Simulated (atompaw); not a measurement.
## PBE PAW (atompaw) dataset for nickel, scalar-relativistic all-electron reference.

Input for atompaw 4.2.0.5:

```
Ni 28
GGA-PBE scalarrelativistic loggrid 1500 logderivrange -9 5 351
4 4 3 0 0 0
4 0 0
4 1 0
3 2 8
0 0 0
c
c
c
v
c
v
v
v
2
2.45 2.40 2.00 1.50
y
-1.05
n
n
y
1.4
n
custom polynom2 7 10 vanderbiltortho sinc
3 0.5 ultrasoft
2.45
2.45
1.30
1.40
1.70
1.70
PWSCFOUT
UPFDX 0.0125d0 UPFXMIN -7.d0 UPFZMESH 28.d0
END
```

Command:

```bash
atompaw < Ni.input > Ni.log
```

Output (summary file):

```
Completed calculations for Ni (AE)

 Exchange-correlation type: GGA, Perdew-Burke-Ernzerhof

 Radial integration grid is logarithmic
 r0 =   2.9784097E-04 h =   8.3395472E-03   n =      1500 rmax =   8.0000000E+01

 Scalar relativistic calculation

 AEatom converged in  24 iterations
   nz     =  28.00
   delta  =       5.318817320024E-17

 All Electron Orbital energies:
  n  l      occupancy      energy
  1  0      2.0000000E+00 -6.0504648E+02
  2  0      2.0000000E+00 -7.3587086E+01
  3  0      2.0000000E+00 -9.6096816E+00
  4  0      0.0000000E+00 -1.5911083E+00
  2  1      6.0000000E+00 -6.3509843E+01
  3  1      6.0000000E+00 -6.6954943E+00
  4  1      0.0000000E+00 -1.1039752E+00
  3  2      8.0000000E+00 -2.0848311E+00

 Total energy
   Total                    :    -3039.11390145307178

 ---
 Completed calculations for Ni (SC)

 Exchange-correlation type: GGA, Perdew-Burke-Ernzerhof

 Radial integration grid is logarithmic
 r0 =   2.9784097E-04 h =   8.3395472E-03   n =      1500 rmax =   8.0000000E+01

 Scalar relativistic calculation

 SCatom converged in   1 iterations
   nz     =  28.00
   delta  =       3.233904470615E-17

 Valence Electron Orbital energies:
  n  l      occupancy      energy
   4  0      0.0000000E+00 -1.5911083E+00
   3  1      6.0000000E+00 -6.6954943E+00
   4  1      0.0000000E+00 -1.1039752E+00
   3  2      8.0000000E+00 -2.0848311E+00

 Total energy
   Total                    :    -3039.11390145347423
   Valence                  :     -346.60811170422176

 PAW parameters:
       lmax =            2
         rc =    2.4497306057229720
        irc =         1082
   rc_shape =    2.4092052526396808
    rc_vloc =    2.0053166698828058
    rc_core =    1.5101495597336740
   Vloc: Non norm-conserving form with l= 3;e=   5.0000E-01
   Projector type: improved polynomial pseudization + Vanderbilt ortho.
   Sinc^2 compensation charge shape zeroed at   2.4092E+00

 Number of basis functions     6
 No.   n  nodes  l      Energy         Cp coeff         Occ
  1    4    3    0   -0.1591108E+01  0.2318696E+03  0.0000000E+00
  2  999    4    0   -0.1050000E+01  0.4272072E+02  0.0000000E+00
  3    3    1    1   -0.6695494E+01 -0.9506664E+00  0.6000000E+01
  4    4    2    1   -0.1103975E+01  0.2166604E+02  0.0000000E+00
  5    3    0    2   -0.2084831E+01 -0.1153175E+03  0.8000000E+01
  6  999    1    2    0.1400000E+01  0.9462705E+02  0.0000000E+00

 Eigenvalues of overlap operator (in the basis of projectors):
    1        2.39437784E-01
    2        2.02537711E+00
    3        2.78371326E+00
    4        3.88577892E+02
    5        4.63907156E+02
    6        5.26961107E+04

 Orbital leakage outside PAW augmentation regions
   orb  is_core?  %out_of_sphere
   1 0    T           0.00
   2 0    T          -0.00
   3 0    T           0.01
   4 0    F          40.60
   2 1    T           0.00
   3 1    F           0.04
   4 1    F          61.01
   3 2    F           1.95

 Summary of PAW energies
   Total valence energy     :   -346.60811245761192
   Smooth energy            :     17.24146295449357
   One center               :   -363.84957541210548
   Smooth kinetic           :     26.55753859836484
   Vloc energy              :     -6.88785945087835
   Smooth exch-corr         :     -5.57913258593185
   One-center xc            :   -120.05837156162647
```

The run took about 2.2 s on one core of a shared server CPU.
